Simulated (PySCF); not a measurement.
# Where the electron goes

Compound: C6H12SSi2.
Numbering: `[CH3:1][CH2:2][Si@H:3]([SiH3:4])[c:5]1[cH:6][cH:7][cH:8][s:9]1` (hydrogens: H10, H11, H12 on C1; H13, H14 on C2; H15 on Si3; H16, H17, H18 on Si4; H19 on C6; H20 on C7; H21 on C8)

Method: PySCF, TDDFT CAM-B3LYP/def2-SVPD, vertical, gas phase, core orbitals frozen in the response. Geometry: PBE0-D3(BJ)/def2-SVP, one conformer, isolated molecule. Torsions of this conformer, `[CH3:1][CH2:2][Si@H:3]([SiH3:4])[c:5]1[cH:6][cH:7][cH:8][s:9]1`: C1–C2–Si3–Si4 177°, C2–Si3–C5–C6 -137°.

Frontier orbitals with the atoms that hold most of them (Löwdin shares over 4%, at most four atoms; ? is withheld):

```json
{"orbital": "LUMO+2", "ε (eV)": "1.26", "atoms": "S9 34%, Si4 13%, Si3 7%, H21 5%"}
{"orbital": "LUMO+1", "ε (eV)": "1.08", "atoms": "S9 24%, Si4 13%, Si3 10%, C1 6%"}
{"orbital": "LUMO", "ε (eV)": "?", "atoms": "C5 19%, S9 19%, C8 19%, C6 14%"}
{"orbital": "HOMO", "ε (eV)": "-7.98", "atoms": "?"}
{"orbital": "HOMO-1", "ε (eV)": "-8.56", "atoms": "?"}
{"orbital": "HOMO-2", "ε (eV)": "-9.48", "atoms": "Si4 23%, Si3 23%, C5 9%, C2 8%"}
{"orbital": "HOMO-3", "ε (eV)": "-10.03", "atoms": "C2 27%, Si3 22%, H15 9%, C1 7%"}
```

Problem. Give the leading atoms of the HOMO-1.

Solution. S9 (bonded to 2 C) 43%; C6 (bonded to 2 C and H) 19%; C7 (bonded to 2 C and H) 18%; C5 (bonded to C, S and Si) 8%. By element: carbon 45% or more, sulfur 43%.

Problem. Which atoms hold the HOMO, and with what shares?

Solution. C5 (bonded to C, S and Si) 23%; C8 (bonded to C, S and H) 22%; C6 (bonded to 2 C and H) 12%; C7 (bonded to 2 C and H) 12%.

Problem. What is the LUMO energy, and the HOMO–LUMO gap?

Solution. ε(LUMO) = 0.21 eV; the gap is 8.19 eV (0.3009 hartree).

Problem. The HOMO–LUMO gap is 8.19 eV. Where does the response calculation put the lowest singlet, and from which orbitals?

Solution. S1 is at 5.37 eV (f = 0.234), 2.82 eV below the gap, made of HOMO→LUMO (92%). Without the coupling terms of the response equations the lowest excitation would equal the gap.

Problem. One configuration dominates each of S1 and S2. Which, and how do the shares of the two leading atoms of either orbital change from the occupied to the empty one?

Solution. 
- S1 (5.37 eV, f 0.234), HOMO→LUMO (92%): C5 23% → 19%, C8 22% → 19%, S9 at most 13% → 19%
- S2 (5.70 eV, f 0.084), HOMO-1→LUMO (82%): S9 43% → 19%, C6 19% → 14%, C5 8% → 19%

Löwdin shares depend on the basis, the more so with diffuse functions.

The run took 6.9 min of wall time on an Arm Neoverse V2 with one thread, shared host with 96 logical CPUs at a one-minute load of 81, and the process peaked at 1.7 GiB of memory.
